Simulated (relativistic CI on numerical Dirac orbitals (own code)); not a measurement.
Calculated at this level of theory: Dirac-Coulomb-Breit CI, KLI orbitals optimised for each configuration, a model potential for QED, unscaled Slater integrals (own radial code, finite nucleus).

Configurations in the expansion (outside the closed core 1s2): 2s²2p², 2s2p³, 2p⁴, 2p³3s, 2s²2p3s, 2p³3p, 2s²2p3p, 2p³3d, 2s²2p3d, 2s2p²3s, 2s2p²3p, 2s2p²3d, 2s²2p4s, 2s²2p4p, 2s²2p4d, 2s²2p4f, 2s²3s², 2s²3s3p, 2s2p²4s, 2s²3s3d, 2s²2p5s, 2s²3p², 2s2p²4p, 2s²2p5p, 2s²2p5d, 2s²2p5f, 2s²2p5g, 2s2p²4d, 2s2p²4f, 2s²3p3d, 2s2p3s², 2s²3d², 2s2p3s3p, 2s2p3s3d, 2s2p3p², 2s2p3p3d. Levels of other configurations are missing.

At this charge energies of transitions that change n are usually good to better than 1 %, and those within a shell (Δn = 0) to a few per cent.

Outline of the computed level scheme of Pb LXXVII. Lowest level of each configuration: 2s²2p² ³P0 at 0.0 eV; 2s2p³ ³P°2 at 2648.0 eV; 2p⁴ ³P2 at 5442.7 eV; 2s²2p3s ³P°0 at 13303.4 eV; 2s²2p3p ³D1 at 13407.8 eV; 2s2p²3s ⁵P1 at 13637.1 eV; 2s2p²3p ³P°1 at 13751.9 eV; 2s²2p3d ³F°2 at 14183.1 eV; 2s2p²3d ³D1 at 14519.1 eV.

Some strong electric-dipole decays among the lowest 45 levels: 2s²2p3d ³D°1 → 2s²2p² ³P0 (3.1e+15 s⁻¹); 2s2p²3d ³D3 → 2s2p³ ³P°2 (2.3e+15 s⁻¹); 2s²2p3d ³F°3 → 2s²2p² ¹D2 (2.3e+15 s⁻¹); 2s2p²3d ³D2 → 2s2p³ ¹P°1 (2.1e+15 s⁻¹); 2s²2p3d ³P°2 → 2s²2p² ³P1 (2.1e+15 s⁻¹); 2s2p²3p ³P°1 → 2s²2p² ³P0 (8.4e+14 s⁻¹); 2s2p²3p ³D°1 → 2s²2p² ³P0 (7.9e+14 s⁻¹); 2s2p²3d ³D2 → 2s2p³ ³P°2 (4.1e+14 s⁻¹).

LS names give the leading component of a level, which can be under half, so a name can repeat, a term be missing and a line seem to break the LS rules.
